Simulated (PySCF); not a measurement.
**Electron correlation in Xe⁴³⁺ (xenon, charge +43)**

Starting occupation: [Ne] 3s1, 3s1/2 with m_j = +1/2. Computed with PySCF 2.14 in an even-tempered Gaussian basis (18 s from 9.8 bohr⁻², ratio 2.4; 14 p from 13 bohr⁻², ratio 2.4; 4 d from 41 bohr⁻², ratio 2.6; 4 f from 61 bohr⁻², ratio 2.6), with X2C-1e with screened-nucleus spin-orbit coupling, Gaussian nucleus. Frozen: 1s2; 9 electrons correlated; the 54 highest virtual spinors left out.

MP2 pair energies summed by pair of shells (mhartree):

```tsv
pair	energy	share (%)
2p1/2-2p3/2	-101.20	30.2
2p3/2-2p3/2	-96.10	28.7
2p3/2-2s1/2	-44.76	13.3
2p1/2-2p1/2	-23.47	7.0
2p1/2-2s1/2	-23.04	6.9
2p3/2-3s1/2	-20.65	6.2
2s1/2-2s1/2	-11.67	3.5
2p1/2-3s1/2	-9.43	2.8
2s1/2-3s1/2	-5.06	1.5
```

Total MP2 correlation energy: -335.38 mhartree.

At this charge the one-electron X2C treatment keeps the bare 1/r₁₂, with no two-electron picture change or Breit term. The effect here is smaller than on the frozen 1s shell.
